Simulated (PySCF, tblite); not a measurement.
Isomers of C4H5F5Si. All values are computed: GFN2-xTB (tblite) harmonic vibrations without scaling, gas phase. Against measured fundamentals such values can be off by several per cent, at times by over 20. Modes of hydrogen on silicon can be 10 to 20 % off. One conformer each.

Electronic energies: PBE0/pcSseg-1 single points on the GFN2-xTB geometries (PySCF, gas phase).

```tsv
SMILES	electronic energy, lowest = 0 (kJ/mol)
F/C=C\C[Si@@H](F)C(F)(F)F	0.0
FC(F)=C(F)C[SiH2]C(F)F	248.8
FC(F)(F)C(F)(F)/C=C\[SiH3]	172.7
```

How do GFN2-xTB zero-point energies change the relative energies?

```csv
SMILES,ZPE (kJ/mol),of it from modes above 1550 cm⁻¹,electronic (kJ/mol),"with ZPE, lowest = 0 (kJ/mol)",lowest mode (cm⁻¹),rings
F/C=C\C[Si@@H](F)C(F)(F)F,224.5,97.0,0.0,0.0,21,0
FC(F)(F)C(F)(F)/C=C\[SiH3],211.1,87.7,172.7,159.3,37,0
FC(F)=C(F)C[SiH2]C(F)F,217.0,91.4,248.8,241.4,22,0
```

The zero-point energies span 13.4 kJ/mol, from `FC(F)(F)C(F)(F)/C=C\[SiH3]` to `F/C=C\C[Si@@H](F)C(F)(F)F`. The order is unchanged.

And how do the electronic energies of GFN2-xTB itself compare?

`F/C=C\C[Si@@H](F)C(F)(F)F` 0.0; `FC(F)(F)C(F)(F)/C=C\[SiH3]` 169.8; `FC(F)=C(F)C[SiH2]C(F)F` 185.5 kJ/mol, lowest = 0. Against the energies above, taken from the same isomer `F/C=C\C[Si@@H](F)C(F)(F)F`, the largest difference is 63.3 kJ/mol.
